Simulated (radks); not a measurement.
The numbers below are computed, except where a source is named.
Ionisation of Hg+, [Xe] 4f14 5d10 6s1, to Hg2+, [Xe] 4f14 5d10, under several functionals. Dirac Kohn-Sham, spin-unpolarised, spherical densities, finite nucleus; a radial shooting solver on a logarithmic mesh with Libxc functionals.

| functional | E(Hg+) (hartree) | Exc (hartree) | IE (eV) | -e(HOMO) (eV) | <r> HOMO (bohr) | IE error (eV) |
|---|---|---|---|---|---|---|
| revPBE | -19657.3650 | -373.8202 | 18.828 | 14.581 | 2.515 | +0.071 |
| XLYP | -19659.0745 | -375.5227 | 19.110 | 14.786 | 2.530 | +0.353 |
| LDA (Slater exchange, Perdew-Wang correlation) | -19646.1798 | -362.5244 | 19.387 | 15.100 | 2.495 | +0.630 |
| HCTH/407 | -19668.1216 | -384.9795 | 18.987 | 14.724 | 2.523 | +0.230 |
| Wu-Cohen GGA | -19655.6873 | -372.1246 | 19.017 | 14.773 | 2.495 | +0.260 |
| B86b exchange with PBE correlation | -19658.3580 | -374.8187 | 18.998 | 14.737 | 2.510 | +0.241 |

NIST Atomic Spectra Database: 18.757 eV (measured). Closest: revPBE. The Delta-SCF values span 0.56 eV, the total energies 21.94 hartree. The highest occupied level is 6s1/2. Spin polarisation and multiplet splitting are left out, so open shells lie too high by an amount that depends on their filling.

Beside tabulated values, note that spin-unpolarised runs miss the spin-polarisation part of the exchange energy of open shells.
